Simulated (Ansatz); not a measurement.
Born–Oppenheimer molecular dynamics of BH₄NO₂ (8 atoms, charge 0, multiplicity 1). It starts from a relaxed structure.

Level of theory: RKS PBE-D4/def2-SVP (Ansatz).

```json
{
  "ensemble": "NVT, Langevin thermostat",
  "time step": "0.5 fs",
  "steps asked": "300",
  "set temperature": "1000 K",
  "friction": "0.005 /fs",
  "temperature schedule": "75 steps to 1000 K, then 225 steps to 250 K",
  "seed": "656525"
}
```

First frame:

```xyz
8
Properties=species:S:1:pos:R:3
B 0.046 -0.151 -0.066
O -0.043 0.260 1.259
H -0.928 0.147 1.639
N 1.287 0.015 -0.728
H 1.435 -0.278 -1.690
H 2.097 0.428 -0.273
O -1.003 -0.713 -0.784
H -1.808 -0.835 -0.257
```

(1) How far do the bonds stretch over the last three quarters of this one trajectory? (Pairs bonded in most of those frames.)

Answers

(1) 
```
 bond  mean (Å)  spread (Å)  shortest  longest
B1–O2     1.399       0.051      1.30     1.51
B1–N4     1.432       0.034      1.37     1.51
B1–O7     1.399       0.043      1.33     1.49
O2–H3     0.981       0.045      0.90     1.05
N4–H5     1.024       0.033      0.95     1.11
N4–H6     1.030       0.048      0.94     1.11
O7–H8     0.977       0.021      0.94     1.02
```

Mean temperature of the second half: 637 K. The schedule's set-point averaged 500 K over the second half and the system 637 K, so it lags behind the ramp. A run of 0.15 ps of so small a system gives no equilibrium averages.

The run took 7.5 min on 1 thread of Arm Neoverse V2, with other jobs on the host, peak memory 0.13 GiB.
